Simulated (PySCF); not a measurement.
**Partial charges of `C=C(F)C1CCCC1`**

C₇H₁₁F.
Cartesian coordinates in Å at the GFN2-xTB level; atoms count from 1:
```
atom  x, y, z in Å
C1     2.9709    0.1209   -0.2477
C2     1.7987    0.0623    0.3555
F3     1.7638    0.0045    1.7106
C4     0.4441    0.0460   -0.2708
C5    -0.4563    1.2020    0.2214
C6    -1.8628    0.6053    0.4080
C7    -1.7930   -0.7985   -0.1957
C8    -0.3538   -1.2216    0.0704
H9     3.0389    0.1675   -1.3173
H10    3.8886    0.1231    0.3122
H11    0.5728    0.1097   -1.3541
H12   -0.0813    1.5973    1.1652
H13   -0.4554    2.0162   -0.5025
H14   -2.1006    0.5352    1.4698
H15   -2.6292    1.2161   -0.0671
H16   -2.5193   -1.4780    0.2475
H17   -1.9708   -0.7580   -1.2718
H18   -0.2251   -1.4645    1.1263
H19   -0.0399   -2.0763   -0.5274
```

Density: PBE0/pcSseg-1 (PySCF); schemes: Mulliken, IAO, Hirshfeld and ESP-fitted. Geometry: GFN2-xTB, one conformer, isolated molecule.

Question: For which atoms does the sign change between the 4 schemes (beyond +0.03 e in one, beyond −0.03 e in another)?

Answer: C4.

Question: Which atoms carry the lowest charge in the Mulliken, IAO, Hirshfeld and ESP-fitted schemes?

Answer: The schemes don't all agree: Mulliken C4 (-0.406); IAO C1 (-0.395); Hirshfeld C1 (-0.144); ESP-fitted C1 (-0.609).

Question: What partial charge does each atom carry?

Answer: In e:

```csv
atom,environment,Mulliken,IAO,Hirshfeld,ESP-fitted
C1,terminal =CH2 carbon,-0.193,-0.395,-0.144,-0.609
C2,vinylic C–F carbon,+0.263,+0.302,+0.097,+0.114
F3,vinyl fluorine,-0.289,-0.285,-0.079,-0.150
C4,allylic carbon,-0.406,-0.134,-0.030,+0.200
C5,ring CH2 carbon,-0.140,-0.269,-0.071,-0.137
C6,ring CH2 carbon,-0.224,-0.265,-0.068,-0.072
C7,ring CH2 carbon,-0.226,-0.259,-0.069,-0.033
C8,ring CH2 carbon,-0.135,-0.259,-0.073,-0.066
H9,vinylic hydrogen,+0.123,+0.161,+0.049,+0.209
H10,vinylic hydrogen,+0.124,+0.165,+0.048,+0.248
H11,methine hydrogen,+0.123,+0.141,+0.045,+0.029
H12,methylene hydrogen,+0.131,+0.144,+0.033,+0.059
H13,methylene hydrogen,+0.124,+0.138,+0.037,+0.037
H14,methylene hydrogen,+0.121,+0.135,+0.038,+0.040
H15,methylene hydrogen,+0.119,+0.137,+0.038,+0.032
H16,methylene hydrogen,+0.122,+0.139,+0.041,+0.017
H17,methylene hydrogen,+0.111,+0.128,+0.036,+0.021
H18,methylene hydrogen,+0.125,+0.138,+0.034,+0.052
H19,methylene hydrogen,+0.126,+0.138,+0.039,+0.009
```

Mean size of the charges over all atoms: IAO 0.196 e, Mulliken 0.170 e, ESP-fitted 0.112 e, Hirshfeld 0.056 e. Each set sums to the total charge, 0, to within 0.001 e. The Hirshfeld scheme divides the density at each point in proportion to the densities of the neutral, spherically averaged free atoms.

Question: How many electrons does the ESP-fitted scheme count on C8?

Answer: Z − q = 6 − (-0.066) = 6.066.

Question: How closely do the schemes follow one another over all atoms?

Answer: Correlation coefficient and root-mean-square difference: IAO with Hirshfeld 0.99, 0.149 e; Mulliken with IAO 0.90, 0.091 e; Mulliken with Hirshfeld 0.87, 0.136 e; Hirshfeld with ESP-fitted 0.76, 0.136 e; IAO with ESP-fitted 0.69, 0.156 e; Mulliken with ESP-fitted 0.41, 0.198 e.
